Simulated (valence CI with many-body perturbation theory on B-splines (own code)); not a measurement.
## Ho⁶¹⁺ in brief

Calculated by relativistic CI+MBPT: four valence electrons over a frozen Dirac-Fock core [He], radial functions for each j: 9 s, 9 p, 8 d, 6 f, 3 g, 1 h, with the one-electron correlation potential Σ1 (screened to all orders), the two-electron term Σ2, the three-electron term Σ3, Breit, model QED; selected single and double excitations, second order for the rest, scaled by the run's own slope (own B-spline code, finite nucleus).

No measured spectrum was set against this ion. As an estimate, large intervals hold to a few tenths of a per cent, small ones and those within an open d or f shell to about a per cent.

Levels are named by their leading jj configuration (3d3/2^4 stands for four electrons in 3d with j = 3/2), which in mixed levels can hold well under half, so a name can repeat and another be missing.

Rates and lifetimes use the calculated energies. Strong lines usually hold to 10 to 20 %, long lifetimes can be off by a factor of two.

Task: What is the ground level?

Result: (2s^2 2p1/2^2) J=0, composition 69 % 2s²2p² ³P + 31 % 2s²2p² ¹S.

Task: What is the ionisation energy?

Result: 14641 eV; NIST lists 14639 ± 12 eV (theoretical).

Task: What are the static dipole polarisabilities of the lowest levels?

Result: (2s^2 2p1/2^2) J=0 0.000135 bohr³, of which the core gives 3.49e-07.

Task: Name the longest-lived excited levels whose lifetime is computed, and their main decay.

Result: (2s^2 2p1/2 2p3/2) J=2 at 66.88 Ry lives 65.8 ns, mostly by E2 to (2s^2 2p1/2^2) J=0; (2s^2 2p1/2 2p3/2) J=1 at 65.57 Ry lives 225 ps, mostly by M1 to (2s^2 2p1/2^2) J=0.

Task: Among levels below 662.71 Ry, which E1 lines absorb most strongly from the ground level?

Result: to (2s^2 2p1/2 3d3/2) J=1 at 0.1426 nm, f = 1.08; to (2s 2p1/2^2 3p1/2) J=1 at 0.1447 nm, f = 0.364; to (2s 2p1/2^2 3p3/2) J=1 at 0.1401 nm, f = 0.324.
